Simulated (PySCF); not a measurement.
1,2-dichlorocyclobutene (C4H4Cl2), SMILES ClC1=C(Cl)CC1.

Geometry optimised at B3LYP-D3(BJ)/def2-SVP.

Level of theory: PBE/def2-TZVP run with PySCF.

Symmetry labels are those of the subgroup C2v that the program uses (full group C2v).

Computed valence orbital energies around the gap with their symmetry:
```json
[
 {"orbital": "HOMO−7", "symmetry": "A2", "energy (eV)": "-9.43"},
 {"orbital": "HOMO−6", "symmetry": "B1", "energy (eV)": "-9.13"},
 {"orbital": "HOMO−5", "symmetry": "B2", "energy (eV)": "-9.06"},
 {"orbital": "HOMO−4", "symmetry": "A1", "energy (eV)": "-8.91"},
 {"orbital": "HOMO−3", "symmetry": "A2", "energy (eV)": "-8.28"},
 {"orbital": "HOMO−2", "symmetry": "B1", "energy (eV)": "-7.66"},
 {"orbital": "HOMO−1", "symmetry": "A1", "energy (eV)": "-7.44"},
 {"orbital": "HOMO", "symmetry": "B2", "energy (eV)": "-5.82"},
 {"orbital": "LUMO", "symmetry": "A2", "energy (eV)": "-1.09"},
 {"orbital": "LUMO+1", "symmetry": "A1", "energy (eV)": "-0.23"},
 {"orbital": "LUMO+2", "symmetry": "A1", "energy (eV)": "0.45"},
 {"orbital": "LUMO+3", "symmetry": "B1", "energy (eV)": "0.52"}
]
```
